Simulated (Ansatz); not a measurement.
One change: `C[O][Ge][OH]` becomes `C[O][Ge][NH2]`.

Ansatz, PBE0-D4/def2-TZVP geometries, multiplicity 1. Each molecule was computed in one conformer, which needn't be the lowest.

Scalar relativity is left out up to krypton.

| property | `C[O][Ge][OH]` |
| --- | --- |
| LUMO energy (ωB97M-V/def2-TZVPP) / eV | 0.51 |
| HOMO–LUMO gap (PBE0/def2-TZVPP) / eV | 6.05 |
| HOMO energy (ωB97M-V/def2-TZVPP) / eV | -9.74 |
| size of the dipole moment (ωB97M-V/def2-TZVPP) / D | 1.46 |
| HOMO–LUMO gap (ωB97M-V/def2-TZVPP) / eV | 10.25 |
| HOMO energy (B3LYP/def2-TZVPP) / eV | -7.34 |

(1) What does the change do to each property? (Estimate.)

Answers

(1) The calculation gave: 
```tsv
property	`C[O][Ge][NH2]`	shift
LUMO energy (ωB97M-V/def2-TZVPP) / eV	0.88	0.37
HOMO–LUMO gap (PBE0/def2-TZVPP) / eV	5.91	-0.14
HOMO energy (ωB97M-V/def2-TZVPP) / eV	-9.19	0.55
size of the dipole moment (ωB97M-V/def2-TZVPP) / D	0.63	-0.83
HOMO–LUMO gap (ωB97M-V/def2-TZVPP) / eV	10.06	-0.19
HOMO energy (B3LYP/def2-TZVPP) / eV	-6.79	0.55
```

With PBE0 the HOMO rises by 0.55 eV and the LUMO rises by 0.40 eV, so the gap narrows by about 0.15 eV. PBE moves the HOMO by 0.54 eV and ωB97M-V by 0.55 eV. Dipoles are sizes alone; their direction can turn.

B3LYP here is the variant with VWN-RPA as its local correlation; programs differ in this.
